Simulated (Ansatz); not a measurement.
`C[AsH][AlH2]` + `CC` → `CC[AsH]C` + `[AlH3]`  (formal exchange of groups at the As–Al bond)

Gas-phase electronic energies from Ansatz, PBE0-D4/def2-TZVP geometries. CCSD(T)/CBS is the MP2 limit (def2-TZVPP, def2-QZVPP) plus CCSD(T) − MP2 in def2-TZVPP, frozen cores. This one scheme is used for every species. DFT in def2-TZVPP. HSE06 is defined as in plane-wave codes. For As outer-core shells are correlated without core-valence functions, which leaves a few kJ/mol of doubt a bond. Scalar relativity is left out up to krypton. One conformer a species, not always the lowest.

`C[AsH][AlH2]`:

Z-matrix (Å, degrees):
```
C
As 1 1.984
H 1 1.090 2 107.9
H 1 1.090 2 108.3 3 -117.4
H 1 1.088 2 113.4 3 121.0
Al 2 2.423 1 99.6 3 -71.3
H 2 1.524 1 98.0 3 -164.4
H 6 1.588 2 119.6 1 -153.1
H 6 1.590 2 120.0 1 31.6
```

`CC`:

```xyz
8

C     0.413   -0.230    0.594
C    -0.413    0.230   -0.594
H     1.381    0.275    0.626
H    -0.097   -0.022    1.538
H     0.604   -1.305    0.555
H    -1.381   -0.275   -0.626
H     0.097    0.022   -1.538
H    -0.604    1.305   -0.555
```

`CC[AsH]C`:

```xyz
13

C     0.660    1.665   -1.097
C     0.249    0.780    0.066
As   -0.885   -0.729   -0.518
C    -0.833   -1.766    1.155
H     1.248    2.522   -0.755
H     1.270    1.115   -1.819
H    -0.211    2.054   -1.631
H     1.120    0.388    0.595
H    -0.346    1.345    0.790
H     0.251   -1.493   -1.198
H    -1.480   -1.278    1.885
H    -1.221   -2.767    0.969
H     0.177   -1.837    1.557
```

`[AlH3]`:

```xyz
4

Al    0.000    0.000    0.000
H    -1.142   -0.339    1.047
H     1.504    0.134    0.483
H    -0.363    0.205   -1.530
```

| level | ΔE (kJ/mol) | difference from CCSD(T)/CBS |
| --- | --- | --- |
| LDA (SPW92) | 89.5 | 6.8 |
| PBE-D4 | 90.4 | 7.7 |
| BHLYP-D4 | 85.3 | 2.6 |
| CAM-B3LYP-D4 | 81.4 | -1.3 |
| B2PLYP | 85.2 | 2.5 |
| PBE-QIDH | 87.2 | 4.5 |
| PBE0 | 93.3 | 10.6 |
| HSE06 | 93.5 | 10.8 |
| CAM-B3LYP | 84.1 | 1.4 |
| HF/def2-SVP | 86.3 | 3.6 |
| MP2/def2-SVP | 81.8 | -0.9 |
| MP2/def2-TZVPP | 78.2 | -4.5 |
| SCS-MP2/def2-TZVPP | 75.8 | -6.9 |
| HF/def2-QZVPP | 83.6 | 0.9 |
| SCS-MP2/def2-QZVPP | 77.3 | -5.4 |
| MP2/CBS(def2) | 81.4 | -1.3 |
| CCSD(T)/CBS | 82.7 | 0 |

Task: What do rigid-rotor, harmonic-oscillator terms from PBE0-D4/def2-TZVP frequencies (298.15 K, 1 bar) make of the CCSD(T)/CBS value? (An estimate is asked.)

Result: Computed: ΔZPE = -10.2 kJ/mol, ΔH = +72.2 kJ/mol, ΔS = -15 J/(mol·K), ΔG = +76.6 kJ/mol.

Largest T1 diagnostic among the species: 0.011.

In def2-TZVPP, CCSD(T) changes the Hartree–Fock value by −4.8 kJ/mol (the triples alone add −0.4 kJ/mol) and MP2 by −6.0 kJ/mol. The D4 term adds −5.1 kJ/mol with B3LYP and −2.7 kJ/mol with PBE0; it sums over pairs of atoms, weighted by their polarisabilities, and B3LYP, whose exchange is more repulsive, gets the larger term. Leaving LDA and LC-ωPBE aside and taking each functional with its dispersion term where it has one, the values, not all of them listed here, spread over 15.9 kJ/mol, from B97M-V to HSE06-D4. LDA lies −4.2 kJ/mol from PBE without D4.

B3LYP here is the variant with VWN-RPA as its local correlation; programs differ in this.
